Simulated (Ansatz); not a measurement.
C$_{3}$H$_{4}$FNSi (`C=C[SiH](F)C#N`), relaxed with RKS PBE0-D4/def2-TZVP in the Gaussian-basis code of Ansatz from a PBE-D4/def2-SVP geometry. The force threshold is 0.005 eV/Å; the program also tests the step.

Charge 0, multiplicity 1.

Start:

```xyz
10

C     1.438   -1.192    0.019
C     0.119   -0.931    0.114
Si   -0.617    0.640   -0.546
F     0.588    1.578   -1.138
C    -1.416    1.582    0.854
N    -1.924    2.134    1.757
H     2.137   -0.480   -0.453
H     1.877   -2.127    0.408
H    -0.550   -1.670    0.595
H    -1.653    0.465   -1.610
```

```json
{"step": "1", "energy (eV)": "-15253.1674", "largest force (eV/Å)": "2.323", "largest move (Å)": "0.000"}
{"step": "2", "energy (eV)": "-15253.2540", "largest force (eV/Å)": "0.751", "largest move (Å)": "0.035"}
{"step": "3", "energy (eV)": "-15253.2675", "largest force (eV/Å)": "0.127", "largest move (Å)": "0.022"}
{"step": "4", "energy (eV)": "-15253.2676", "largest force (eV/Å)": "0.125", "largest move (Å)": "0.004"}
{"step": "5 (rejected)", "energy (eV)": "-15253.2627", "largest force (eV/Å)": "0.290", "largest move (Å)": "0.045"}
{"step": "6", "energy (eV)": "-15253.2696", "largest force (eV/Å)": "0.026", "largest move (Å)": "0.023"}
{"step": "7", "energy (eV)": "-15253.2697", "largest force (eV/Å)": "0.020", "largest move (Å)": "0.023"}
{"step": "8", "energy (eV)": "-15253.2698", "largest force (eV/Å)": "0.012", "largest move (Å)": "0.005"}
{"step": "9", "energy (eV)": "-15253.2698", "largest force (eV/Å)": "0.002", "largest move (Å)": "0.003"}
```

End:

```xyz
10

C     1.424   -1.182    0.020
C     0.122   -0.923    0.107
Si   -0.600    0.638   -0.539
F     0.557    1.560   -1.124
C    -1.391    1.575    0.849
N    -1.908    2.118    1.723
H     2.119   -0.479   -0.430
H     1.851   -2.107    0.397
H    -0.536   -1.656    0.570
H    -1.639    0.456   -1.572
```

Run time 35 s (4 threads of an Arm Neoverse V2 on a shared host); peak host memory 0.56 GiB.
